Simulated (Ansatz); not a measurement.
Consider the formal exchange of groups at the Si–C bond: `C[SiH](Cl)Br` + `C=C` → `C=C[SiH](Cl)Br` + CH₄.

Computed with Ansatz on PBE0-D4/def2-TZVP structures; ΔE is electronic, products minus reactants. CCSD(T)/CBS adds triple-zeta CCSD(T) − MP2 to the extrapolated MP2 energy (def2 sets, frozen cores). This one scheme is used for every species. DFT in def2-TZVPP. For Br outer-core shells are correlated without core-valence functions, which leaves a few kJ/mol of doubt a bond. Scalar relativity is left out up to krypton. One conformer a species, not always the lowest.

| level | ΔE (kJ/mol) |
| --- | --- |
| r2SCANh-D4 | -4.9 |
| CAM-B3LYP-D4 | -4.6 |

Question: What does CCSD(T)/CBS give? (An estimate is asked.)

Answer: Computed: -4.3 kJ/mol. The listed levels differ from it by -0.6, -0.3 kJ/mol.

Largest T1 diagnostic among the species: 0.011.

In def2-TZVPP, CCSD(T) changes the Hartree–Fock value by −3.5 kJ/mol (the triples alone add −1.5 kJ/mol) and MP2 by −6.0 kJ/mol. Leaving LDA and LC-ωPBE aside and taking each functional with its dispersion term where it has one, the values, not all of them listed here, spread over 5.8 kJ/mol, from BLYP-D4 to ωB97M-V. The D4 term adds −3.5 kJ/mol with B3LYP and −2.1 kJ/mol with PBE0; it sums over pairs of atoms, weighted by their polarisabilities, and B3LYP, whose exchange is more repulsive, gets the larger term.

B3LYP here is the variant with VWN-RPA as its local correlation; programs differ in this.
